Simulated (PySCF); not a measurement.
Spectra and structures to be paired. The calculation used PySCF 2.14.0, density-fitted response routines, TDDFT CAM-B3LYP/def2-SVPD, vertical, gas phase, core orbitals frozen in the response. Geometries: GFN2-xTB; one conformer of each isolated species. Triplets are in the Tamm–Dancoff approximation.

A. `CC[C@@H]1CCS1`
B. `COc1nccnn1`
C. `SC1CCCC1`
D. `CC1C=CPC=C1`
E. `C[C@@H]1CCCS1`

Lowest singlet levels (six at most, fewer where fewer were computed) with oscillator strengths:

1. 5.15 eV (f 0.000); 6.01 eV (f 0.033); 6.34 eV (f 0.004); 6.52 eV (f 0.027); 7.08 eV (f 0.011); 7.43 eV (f 0.007); T1 4.72 eV
2. 3.21 eV (f 0.005); 4.54 eV (f 0.000); 5.10 eV (f 0.078); 5.70 eV (f 0.000); 6.35 eV (f 0.000); 6.49 eV (f 0.184); T1 2.50 eV
3. 5.59 eV (f 0.006); 6.14 eV (f 0.031); 6.82 eV (f 0.010); 7.41 eV (f 0.012); 7.59 eV (f 0.029); 7.80 eV (f 0.070); T1 5.15 eV
4. 4.54 eV (f 0.000); 6.03 eV (f 0.037); 6.28 eV (f 0.007); 6.62 eV (f 0.033); 6.95 eV (f 0.054); 7.11 eV (f 0.001); T1 4.09 eV
5. 5.69 eV (f 0.040); 5.96 eV (f 0.164); 6.05 eV (f 0.022); 6.54 eV (f 0.006); 6.73 eV (f 0.001); 6.93 eV (f 0.004); T1 4.12 eV

Question: Match each spectrum to its molecule.

Answer: 1 = E, 2 = B, 3 = C, 4 = A, 5 = D.
- A: S1 at 4.54 eV, HOMO→LUMO (84%); Löwdin shares by element: HOMO sulfur 70%, carbon 18% or more; LUMO sulfur 56%, carbon 17% or more (atoms not listed hold the other 27%); HOMO -7.57 and LUMO 0.89 eV.
- B: S1 at 3.21 eV, HOMO→LUMO (99%); Löwdin shares by element: HOMO nitrogen 76%, carbon 7% or more (atoms not listed hold the other 17%); LUMO nitrogen 62%, carbon 19% or more (atoms not listed hold the other 18%); HOMO -8.33 and LUMO -0.94 eV; point group Cs, 3 of its 6 listed states under f = 0.0005.
- C: S1 at 5.59 eV, HOMO→LUMO (39%), HOMO→LUMO+2 (36%), HOMO→LUMO+3 (9%); Löwdin shares by element: HOMO sulfur 74%, carbon 12% or more, hydrogen 6% or more; LUMO sulfur 27%, carbon 17% or more, hydrogen 8% or more (atoms not listed hold the other 48%); HOMO -8.05 and LUMO 1.06 eV; point group Cs.
- D: S1 at 5.69 eV, HOMO→LUMO+1 (97%); Löwdin shares by element: HOMO phosphorus 37%, carbon 34% or more (atoms not listed hold the other 29%); LUMO carbon 51% or more (atoms not listed hold the other 49%); HOMO -7.67 and LUMO 1.06 eV; point group Cs.
- E: S1 at 5.15 eV, HOMO→LUMO+1 (63%), HOMO→LUMO+4 (11%), HOMO→LUMO (9%); Löwdin shares by element: HOMO sulfur 69%, carbon 19% or more; LUMO carbon 30% or more, sulfur 21% (atoms not listed hold the other 49%); HOMO -7.48 and LUMO 1.31 eV.
C and D have S1 within 0.11 eV of each other; their strongest listed levels stand at 7.80 eV (f 0.070) and 5.96 eV (f 0.164).
